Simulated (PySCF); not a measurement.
**Br²⁺ (bromine, charge +2): r2SCAN calculation**

Configuration: [Ar] 3d10 4s2 4p3, high-spin 4S determinant. All numbers are calculated (PySCF 2.14, scalar relativity through the core potential, in cc-pVDZ-PP with ECP10MDF (4s3p2d, 23 functions)).

- Total energy: -415.4487 hartree
- One-electron energy: -708.4757 hartree
- Hartree (Coulomb) energy: 323.3789 hartree
- Exchange-correlation energy: -30.3520 hartree
- ⟨S²⟩: 3.7503
- ⟨L²⟩: 0.000
- Sum of ⟨r⟩: 19.07 bohr
- Sum of ⟨r²⟩: 24.56 bohr²
- Time after the integrals: 0.33 s of wall time on 1 thread of Neoverse-V2 (shared host)

```tsv
shell	electrons	mean orbital energy (hartree)	rms radius, mean of both spins (bohr)
3s α	1	-9.48007	0.592
3s β	1	-9.46859	0.592
3p α	3	-7.41949	0.611
3p β	3	-7.40653	0.611
3d α	5	-3.40068	0.646
3d β	5	-3.38073	0.646
4s α	1	-1.62374	1.70
4s β	1	-1.46560	1.70
4p α	3	-1.10095	1.97
```

Energies and moments cover only the electrons outside the core potential.
